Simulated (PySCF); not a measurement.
Geometry:
```json
{"atom": "N1", "x (Å)": "0.540", "y (Å)": "0.952", "z (Å)": "-1.287"}
{"atom": "Si2", "x (Å)": "-0.772", "y (Å)": "1.485", "z (Å)": "-0.265"}
{"atom": "N3", "x (Å)": "-1.643", "y (Å)": "0.119", "z (Å)": "0.386"}
{"atom": "Si4", "x (Å)": "-0.775", "y (Å)": "-1.213", "z (Å)": "1.081"}
{"atom": "N5", "x (Å)": "0.903", "y (Å)": "-0.866", "z (Å)": "0.746"}
{"atom": "Si6", "x (Å)": "1.635", "y (Å)": "-0.269", "z (Å)": "-0.722"}
{"atom": "H7", "x (Å)": "0.474", "y (Å)": "1.136", "z (Å)": "-2.283"}
{"atom": "H8", "x (Å)": "-1.718", "y (Å)": "2.290", "z (Å)": "-1.094"}
{"atom": "H9", "x (Å)": "-0.233", "y (Å)": "2.321", "z (Å)": "0.846"}
{"atom": "H10", "x (Å)": "-2.610", "y (Å)": "-0.010", "z (Å)": "0.107"}
{"atom": "H11", "x (Å)": "-0.877", "y (Å)": "-1.347", "z (Å)": "2.569"}
{"atom": "H12", "x (Å)": "-1.288", "y (Å)": "-2.489", "z (Å)": "0.485"}
{"atom": "H13", "x (Å)": "1.541", "y (Å)": "-1.016", "z (Å)": "1.522"}
{"atom": "H14", "x (Å)": "1.816", "y (Å)": "-1.288", "z (Å)": "-1.806"}
{"atom": "H15", "x (Å)": "2.997", "y (Å)": "0.211", "z (Å)": "-0.331"}
```

Geometry: PBE0-D3(BJ)/def2-SVP; GIAO shifts from PySCF 2.14.0 with density-fitted response routines, gas phase, non-relativistic, averaged over equivalent atoms.

At PBE0/pcSseg-1 (168 basis functions, 25 s wall time on 1 thread of an Arm Neoverse V1, shared host):
```csv
atoms,δ (ppm)
N1/N3/N5,37.8
Si2/Si4/Si6,-34.9
H8/H9/H11/H12/H14/H15,5.23
H7/H10/H13,0.74
```

Shifts are taken against calculated references (same method and geometry level): 15N (265.67 ppm) vs NH3; 29Si (351.99 ppm), 1H (31.27 ppm) against TMS.

Task: Estimate the result of repeating the calculation with WP04/pcSseg-2.

Result: 
```
                atoms  δ at WP04/pcSseg-2  change
             N1/N3/N5                30.6    -7.2
          Si2/Si4/Si6               -45.2   -10.3
H8/H9/H11/H12/H14/H15                4.48   -0.75
           H7/H10/H13                0.87   +0.13
```

Scale: NH3 for 15N (σ = 244.72 ppm); 29Si (σ = 328.00 ppm), 1H (σ = 31.61 ppm) vs TMS (reference shieldings calculated alike).

The largest change is at Si2/Si4/Si6 (silicon bonded to 2 N, 2 H, in a 6-membered ring). Cost: 363 basis functions, 93 s wall time on 1 thread of an Arm Neoverse V1, shared host.

Experimental scales use liquid or dissolved standards, which lie at an offset from isolated NH3 (liquid NH3: subtract about 20 ppm).
